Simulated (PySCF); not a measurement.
Computed Raman spectrum (relative Raman activity) of a molecule C3H9ClSi. Coordinates come from a B3LYP-D3(BJ)/def2-SVP optimisation. One conformer was computed; it need not be the lowest. The numbers are results of B3LYP-D3(BJ)/def2-SVP in PySCF 2.14.0, not measurements. Frequencies are harmonic and unscaled.

```json
[
 {"ν (cm⁻¹)": "280", "relative intensity": "2.8"},
 {"ν (cm⁻¹)": "530", "relative intensity": "2.6"},
 {"ν (cm⁻¹)": "586", "relative intensity": "9.4"},
 {"ν (cm⁻¹)": "655", "relative intensity": "2.6"},
 {"ν (cm⁻¹)": "754", "relative intensity": "16"},
 {"ν (cm⁻¹)": "832", "relative intensity": "3.4"},
 {"ν (cm⁻¹)": "902", "relative intensity": "3.4"},
 {"ν (cm⁻¹)": "935", "relative intensity": "9.1"},
 {"ν (cm⁻¹)": "952", "relative intensity": "17"},
 {"ν (cm⁻¹)": "962", "relative intensity": "16"},
 {"ν (cm⁻¹)": "1021", "relative intensity": "3.8"},
 {"ν (cm⁻¹)": "1142", "relative intensity": "3.7"},
 {"ν (cm⁻¹)": "1178", "relative intensity": "2.6"},
 {"ν (cm⁻¹)": "1229", "relative intensity": "5.4"},
 {"ν (cm⁻¹)": "1276", "relative intensity": "9.2"},
 {"ν (cm⁻¹)": "1403", "relative intensity": "2.1"},
 {"ν (cm⁻¹)": "1433", "relative intensity": "8.6"},
 {"ν (cm⁻¹)": "1457", "relative intensity": "8.8"},
 {"ν (cm⁻¹)": "1472", "relative intensity": "7.7"},
 {"ν (cm⁻¹)": "2215", "relative intensity": "96"},
 {"ν (cm⁻¹)": "2224", "relative intensity": "86"},
 {"ν (cm⁻¹)": "2228", "relative intensity": "100"},
 {"ν (cm⁻¹)": "3034", "relative intensity": "76"},
 {"ν (cm⁻¹)": "3042", "relative intensity": "86"},
 {"ν (cm⁻¹)": "3084", "relative intensity": "75"},
 {"ν (cm⁻¹)": "3099", "relative intensity": "28"},
 {"ν (cm⁻¹)": "3117", "relative intensity": "33"},
 {"ν (cm⁻¹)": "3141", "relative intensity": "52"}
]
```

Q: Which molecule gave these data?
A) C[Si](C)(C)Cl
B) C[C@H](Cl)C[SiH3]
C) CC[Si@H](C)Cl
D) C[C@H]([SiH3])CCl

A: B, C[C@H](Cl)C[SiH3]
